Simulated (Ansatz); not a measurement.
Ideal-gas functions of CH₄O₂Sn, SMILES `O=C[O][SnH3]` at 298.15 K and 1 bar, from an Ansatz frequency run at PBE0-D4/def2-TZVP.

Molar mass 166.75 g/mol, point group Cs (symmetry number 1), electronic degeneracy 1, moments of inertia 42.399, 198.282, 232.327 u Å². Harmonic wavenumbers (cm⁻¹, unscaled): 117, 180, 277, 443, 506, 512, 683, 703, 719, 823, 1067, 1290, 1370, 1746, 1966, 1990, 2003, 3047.

Use S(trans) = R[1.5 ln M + 2.5 ln T − 1.1517]; rotational temperatures θ = 24.2544 K / I; S(rot) = R[ln(√π/σ · √(T³/θAθBθC)) + 1.5]; for each mode x = 1.438777 ν̃/T, S = R[x/(eˣ − 1) − ln(1 − e⁻ˣ)] and H = RT x/(eˣ − 1); 1 cm⁻¹ = 0.0119627 kJ/mol; R = 8.31446 J/(mol·K).

Task: By hand: the entropy, in J/(mol·K).

Result: Translation 172.7. Rotation: θ = 0.5721, 0.1223, 0.1044 K, giving 108.7. Vibration, mode by mode: 13.18, 9.74, 6.49, 3.42, 2.69, 2.63, 1.37, 1.27, 1.19, 0.79, 0.30, 0.12, 0.09, 0.02, 0.01, 0.01, 0.01, 0.00, in all 43.3. Electronic 0.0. Sum 324.7 J/(mol·K).

Task: By hand: H − E and G − E in kJ/mol, counted from the electronic energy.

Result: Zero-point energy ½ × 19442 × 0.0119627 = 116.3; thermal vibration 7.6; translation, rotation and pV give 4 RT = 9.9. H − E = 133.8 kJ/mol, and G − E = 133.8 − 298.15 × 324.7/1000 = 37.0 kJ/mol.

Vibration gives 13 % of the entropy, 13.2 J/(mol·K) of it from the mode under 150 cm⁻¹: soft modes count most, and the harmonic formula is weakest for them. The sum counts one conformer and one mirror image; others add a mixing term.
